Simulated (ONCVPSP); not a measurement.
Building the ONCV potential for Li (Z = 3) (PBE, scalar-relativistic).

* Element: lithium (Li)
* Generator: ONCVPSP 4.0.1
* Type: optimised norm-conserving Vanderbilt (ONCV)
* Functional: PBE
* Relativity: scalar-relativistic
* Frozen core: [He]
* Valence charge: 1
* Reference configuration: 2s0.5 2p0.5
* Partial waves: 2s: rc 2.35 bohr, ncon 4, nbas 8, qcut 3.3 1/bohr, 2 projectors, debl 0.8 Ha; 2p: rc 4.00 bohr, ncon 4, nbas 8, qcut 1.8 1/bohr, 2 projectors, debl 1.7 Ha; d scattering state at 0.05 Ha: rc 3.00 bohr, ncon 5, nbas 10, qcut 3.1 1/bohr, 2 projectors, debl 3.2 Ha
* Local potential: polynomial inside 2.30 bohr (lpopt 4, dvloc0 -1 Ha)
* Core correction: Teter function, fcfact 4, rcfact 1.1

Problem. Estimate the cutoffs (Ha) at which the residual kinetic energy of the hardest occupied pseudo-wave falls to 1 and 0.1 mHa per electron.

Solution. 2.3 Ha and 5.8 Ha. The cutoffs count occupied waves only; projector 2 of the d channel, the hardest unoccupied one, needs 20 Ha at the loose tolerance.

Problem. Does the potential have ghost states?

Solution. Ghosts flagged at negative energy: p at -67.0 eV; no localised positive-energy state flagged. A true bound ghost makes a file unfit for plane-wave use.

Problem. Tests: 2s1 2p0; 2s0.5 2p0; 2s0 2p1. Which has the largest error in its energy relative to the reference configuration, and how large is it?

Solution. 2s0.5 2p0, with +5.3 meV (all-electron minus pseudo) on +1.16 eV.
